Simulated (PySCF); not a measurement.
Positional isomers: butadiene chloro+silyl. Isolated molecules, 0 K electronic values unless said otherwise. One relaxed conformer stands for each flexible species; it need not be the lowest. Strings in code marks are SMILES.

The four lowest singlet excitations (Tamm–Dancoff). Computed with TPSSh-D3(BJ)/def2-TZVP // CAM-B3LYP-D3(BJ)/def2-TZVP (PySCF). Excitations are Tamm–Dancoff values on a coarser integration grid. The basis has no diffuse functions, so Rydberg states are missing or too high.

```
state  energy (eV)  wavelength (nm)  oscillator strength
-----  -----------  ---------------  -------------------
S1            5.32              233                0.385
S2            5.54              224                0.001
S3            5.92              209                0.317
S4            6.26              198                0.001
```

Task: Name which member gives these states.
A. `C=C(Cl)/C=C/[SiH3]` (Cl–C–C–C torsion 0°)
B. `C=C/C(Cl)=C\[SiH3]` (C–C–C–Cl torsion 0°)
C. `C=C([SiH3])/C=C\Cl` (Si–C–C–C torsion 129°)
D. `C=C([SiH3])C(=C)Cl` (Si–C–C–Cl torsion 45°)

Result: B, `C=C/C(Cl)=C\[SiH3]` (C–C–C–Cl torsion 0°)
